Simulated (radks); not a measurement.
Problem. Valence configurations of Ti III (all share [Ar]). Method: scalar-relativistic Kohn-Sham, LDA (Slater exchange, Perdew-Wang correlation), spin-unpolarised, spherical densities, finite nucleus; Fermi nuclear charge, rms radius 3.5921 fm; computed with a radial shooting solver on a logarithmic mesh with Libxc functionals. Order these by energy: 3d1.5 4p0.5; 3d2; 3d1 4s1; 4p2; 3d0.5 4p1.5; 4s2; 3d1 4p1; 4s1 4p1.

Solution. From the lowest, in eV above it: 3d2 0.000; 3d1.5 4p0.5 4.142; 3d1 4s1 4.304; 3d1 4p1 9.205; 4s2 12.006; 3d0.5 4p1.5 15.359; 4s1 4p1 17.338; 4p2 22.718. NIST lists [Ar] 3d2 as the ground configuration; this level of theory agrees among the configurations tried. The energies are those of spherical spin-averaged densities, not of single terms.
